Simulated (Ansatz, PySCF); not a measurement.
System: NaF (charge 0, singlet). SMILES: [F][Na]
Geometry: optimised at B3LYP-D3(BJ)/def2-TZVP (Ansatz, a quantum-chemistry and plane-wave program).

Wanted: atomisation energy (electronic, to ground-state atoms), in eV. Correlated levels leave the core frozen unless marked. UHF or UKS for open shells. No spin-orbit coupling. Non-relativistic. The coupled-cluster limit lacks core correlation, which all-electron functionals hold. CBS marks a two-point X^-3 extrapolation of the correlation energy; Hartree-Fock from the larger set.

```csv
level,program,atomisation energy (eV)
HF-D3(BJ)/def2-TZVPD,PySCF + dftd3,(withheld)
PBE-D4/def2-TZVPD,Ansatz + dftd4,(withheld)
BLYP/def2-TZVPD,Ansatz,(withheld)
BP86/def2-TZVPD,PySCF,4.99
r2SCAN-D4/def2-TZVPD,Ansatz + dftd4,4.85
B3LYP/def2-TZVPD,Ansatz,(withheld)
r2SCANh-D4/def2-TZVPD,Ansatz + dftd4,4.75
MN15-D3(BJ)/def2-TZVPD,PySCF + dftd3,5.00
MN15/def2-TZVPD,PySCF,5.00
CAM-B3LYP-D4/def2-TZVPD,Ansatz + dftd4,4.91
CCSD/6-31G*,Ansatz,4.16
CCSD/def2-QZVPPD,Ansatz,4.78
"CCSD(T)/CBS(def2-TZVPPD,def2-QZVPPD)",Ansatz,4.98
```

Problem. Some entries are withheld; supply them.

Solution. 
- HF-D3(BJ)/def2-TZVPD, atomisation energy (eV): 3.01
- PBE-D4/def2-TZVPD, atomisation energy (eV): 4.97
- BLYP/def2-TZVPD, atomisation energy (eV): 4.96
- B3LYP/def2-TZVPD, atomisation energy (eV): 4.80
